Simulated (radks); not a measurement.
Species: Cd4+. Configuration: [Kr] 4d8 (the NIST ground configuration). Calculated with a radial shooting solver on a logarithmic mesh with Libxc functionals: non-relativistic Kohn-Sham, PBEsol, spin-polarised, spherical densities, point nucleus; open shells are filled with parallel spins first (spin-orbit coupling, left out, can overturn this in heavy ions); relativity is left out, which matters for an element this heavy.

Radial electron density D(r) = 4 pi r^2 rho(r):

r (bohr)  D(r) (e/bohr)   spin D(r)
0.001759          2.547  -0.0000243
0.002015          3.262  -0.0000312
0.00229           4.104  -0.0000392
0.002603          5.145  -0.0000492
0.002982          6.512  -0.0000622
0.003389          8.090  -0.0000773
0.003852          9.996  -0.0000954
0.004378          12.28   -0.000117
0.005016          15.16   -0.000145
0.005701          18.34   -0.000175
0.006479          21.99   -0.000210
0.007423          26.38   -0.000251
0.008437          30.94   -0.000295
0.009589          35.81   -0.000341
0.01099           41.18   -0.000393
0.01249           46.17   -0.000441
0.01419           50.82   -0.000485
0.01626           55.04   -0.000525
0.01848           58.00   -0.000549
0.021             59.70   -0.000550
0.02406           59.97   -0.000505
0.02735           58.87   -0.000378
0.03108           56.82  -0.0000900
0.03561           54.32    0.000565
0.04047           52.56     0.00182
0.046             52.31     0.00423
0.0527            54.41     0.00906
0.0599            58.76      0.0173
0.06808           64.74      0.0312
0.07737           70.97      0.0536
0.08864           75.79      0.0907
0.1007            76.90       0.142
0.1145            73.95       0.210
0.1312            67.26       0.301
0.1491            59.97       0.396
0.1695            54.63       0.487
0.1942            53.35       0.554
0.2207            56.21       0.565
0.2508            60.52       0.506
0.2873            62.56       0.367
0.3266            59.07       0.194
0.3712            50.04      0.0426
0.4252            37.25    -0.00634
0.4833            26.33       0.124
0.5493            19.59       0.450
0.6293            17.61       0.963
0.7153            18.72        1.49
0.8129            19.95        1.90
0.9314            19.32        2.10
1.059             16.58        2.01
1.203             12.60        1.71
1.367             8.530        1.30
1.567             4.993       0.848
1.78              2.694       0.498
2.024             1.299       0.255
2.318            0.5236       0.106
2.635            0.1931      0.0394
2.995           0.06041      0.0121
3.431           0.01413     0.00269
3.9            0.002824    0.000502

D(r) has 4 maxima, at r = 0.0229, 0.0976, 0.283, 0.839 bohr, and minima at 0.0438, 0.188, 0.624 bohr, inside which lie 2.02, 11.30, 28.98 electrons.
